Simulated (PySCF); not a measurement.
GeBr⁺ at RHF-SCS-MP2

Level: RHF-SCS-MP2. basis Ge def2-TZVPPD, Br def2-TZVPPD; no relativity; PySCF 2.14.

```json
{
  "state": "¹Σ⁺ (singlet), closed shell",
  "bond length": "2.198 Å",
  "harmonic wavenumber": "382 cm⁻¹",
  "force constant": "3.28 mdyn/Å",
  "rotational constant Be": "0.09144 cm⁻¹",
  "anharmonicity ωexe": "0.741 cm⁻¹",
  "vibration–rotation constant αe": "0.000264 cm⁻¹",
  "well depth De to Ge⁺ + Br": "4.17 eV",
  "dissociation energy D0": "4.15 eV"
}
```

Correlated steps freeze 18 core orbitals. For an ion De counts to the pair picked by the measured ionisation energies or electron affinities, which need not be the lowest pair at this level. Where the molecule has an RHF reference, its open-shell atoms are computed with UHF.
